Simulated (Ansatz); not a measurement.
Relaxation of the cluster Te3Pt2 with RKS PBE-D4/def2-SVP.

```sh
$ ansatz run in.yaml --threads 4 --pin off --events-out ev --progress --plain --max-ram 4787MiB
```

```yaml
crystal:
  periodic: [false, false, false]
  atoms:
    - {symbol: Pt, position_ang: [-0.686350, 1.572070, 0.835070]}
    - {symbol: Pt, position_ang: [-1.120930, 1.023680, -1.401230]}
    - {symbol: Te, position_ang: [1.490390, 0.555670, 1.485750]}
    - {symbol: Te, position_ang: [0.509350, -1.876580, 0.804550]}
    - {symbol: Te, position_ang: [-0.192470, -1.274840, -1.724150]}
basis:
  gaussian: {orbitals: def2-SVP}
hamiltonian: {xc: pbe, dispersion: d4}
scf: {lower_state_search: "off"}
output: {orbitals: {seedname: orbitals}}
relax: {f_tol: 0.02, max_steps: 100}
```

Hardware: 4 threads of Intel Xeon on a shared host. Wall time 63 s.

Positions (Å) and forces (eV/Å) at steps 1, 2, 3, 4, 5, 6, 7, 8, 9, 10, 12 of 12:

```xyz
5
step=1 energy=-28380.0344 eV
Pt   -0.686    1.572    0.835   -0.034    0.316    1.879
Pt   -1.121    1.024   -1.401   -0.536    0.112   -1.972
Te    1.490    0.556    1.486    0.687    0.588   -0.022
Te    0.509   -1.877    0.805   -0.291   -0.889    0.489
Te   -0.192   -1.275   -1.724    0.174   -0.127   -0.375
5
step=2 energy=-28380.1775 eV
Pt   -0.738    1.533    0.914    0.757   -0.430   -0.234
Pt   -1.178    1.105   -1.521    0.245   -0.517    0.391
Te    1.588    0.611    1.404   -1.005   -0.258   -0.334
Te    0.452   -2.024    0.925    0.001    0.773   -0.440
Te   -0.125   -1.225   -1.722    0.002    0.431    0.617
5
step=3 energy=-28380.3005 eV
Pt   -0.722    1.473    0.900    0.339    0.001    0.231
Pt   -1.186    1.085   -1.492   -0.034   -0.227   -0.131
Te    1.570    0.575    1.330   -0.290    0.020   -0.031
Te    0.403   -1.963    0.932   -0.040    0.127   -0.113
Te   -0.065   -1.170   -1.669    0.025    0.079    0.044
5
step=4 energy=-28380.3110 eV
Pt   -0.694    1.488    0.924   -0.006    0.065   -0.020
Pt   -1.199    1.032   -1.463   -0.094    0.019   -0.082
Te    1.569    0.579    1.337    0.049   -0.009    0.001
Te    0.359   -1.917    0.907    0.003   -0.152    0.021
Te   -0.035   -1.182   -1.705    0.048    0.077    0.080
5
step=5 energy=-28380.3224 eV
Pt   -0.682    1.503    0.908    0.008    0.079    0.001
Pt   -1.233    1.035   -1.476   -0.031   -0.069   -0.014
Te    1.563    0.559    1.330    0.036    0.037    0.003
Te    0.363   -1.944    0.917   -0.036   -0.130    0.016
Te   -0.012   -1.153   -1.679    0.024    0.082   -0.007
5
step=6 energy=-28380.3371 eV
Pt   -0.650    1.576    0.888    0.045    0.025   -0.032
Pt   -1.304    1.008   -1.473    0.110   -0.216    0.087
Te    1.542    0.521    1.308   -0.035    0.051   -0.005
Te    0.352   -2.005    0.925   -0.050   -0.038    0.009
Te    0.060   -1.100   -1.649   -0.070    0.177   -0.058
5
step=7 energy=-28380.3549 eV
Pt   -0.606    1.705    0.881    0.091   -0.006   -0.024
Pt   -1.371    0.913   -1.412    0.082   -0.157    0.022
Te    1.491    0.467    1.236   -0.059    0.048    0.081
Te    0.300   -2.067    0.926    0.006    0.004    0.002
Te    0.186   -1.018   -1.631   -0.119    0.111   -0.082
5
step=8 energy=-28380.3513 eV rejected
Pt   -0.545    1.831    0.858   -0.245   -0.061   -0.281
Pt   -1.405    0.840   -1.376    0.017    0.154    0.319
Te    1.425    0.440    1.286    0.175   -0.088   -0.032
Te    0.329   -2.108    0.896   -0.096    0.044   -0.002
Te    0.196   -1.003   -1.665    0.149   -0.050   -0.004
5
step=9 energy=-28380.3561 eV
Pt   -0.587    1.767    0.851    0.089    0.068    0.225
Pt   -1.370    0.888   -1.371   -0.103   -0.146   -0.223
Te    1.456    0.458    1.275    0.049    0.005    0.013
Te    0.327   -2.085    0.907   -0.060    0.045   -0.034
Te    0.175   -1.028   -1.662    0.025    0.029    0.019
5
step=10 energy=-28380.3632 eV
Pt   -0.548    1.801    0.836   -0.007    0.004    0.018
Pt   -1.425    0.833   -1.356    0.085   -0.047    0.040
Te    1.453    0.436    1.281   -0.034    0.019   -0.031
Te    0.296   -2.089    0.904   -0.012    0.042   -0.075
Te    0.225   -0.981   -1.665   -0.032   -0.018    0.049
5
step=12 energy=-28380.3654 eV
Pt   -0.546    1.831    0.840   -0.006   -0.005    0.002
Pt   -1.414    0.815   -1.332    0.009   -0.007    0.013
Te    1.437    0.435    1.280    0.001   -0.004   -0.012
Te    0.294   -2.089    0.889   -0.011    0.011    0.010
Te    0.230   -0.992   -1.676    0.007    0.005   -0.012
```

In the def2 sets Pt, Te take a core potential; there is no spin–orbit coupling. The restricted singlet is unstable towards broken spin symmetry in Hartree–Fock (as tested in another run); at PBE-D4/def2-SVP this wasn't settled. Another isomer (singlet) lies 0.58 eV lower at PBE0-D4/def2-TZVP; other spin states weren't run for this one.
